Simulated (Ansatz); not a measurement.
Ansatz results at the PBE0-D4/def2-TZVP geometry: HOMO–LUMO gap (PBE/def2-TZVPP) 4.42 eV; HOMO energy (ωB97M-V/def2-TZVPP) -8.62 eV; LUMO energy (ωB97M-V/def2-TZVPP) 1.98 eV.

Each molecule was computed in one conformer, which needn't be the lowest.

Q: Which molecule gave them?
A. `OC[BH][AlH][SH]`
B. `FC[O][ZnH]`
C. `O=[CH][InH][SiH2]O`
D. `C=C(S)CC`

A: D. The others give `O=[CH][InH][SiH2]O`: 1.58, -8.45, -1.03; `OC[BH][AlH][SH]`: 3.67, -9.15, 0.16; `FC[O][ZnH]`: 5.22, -10.16, 1.02.
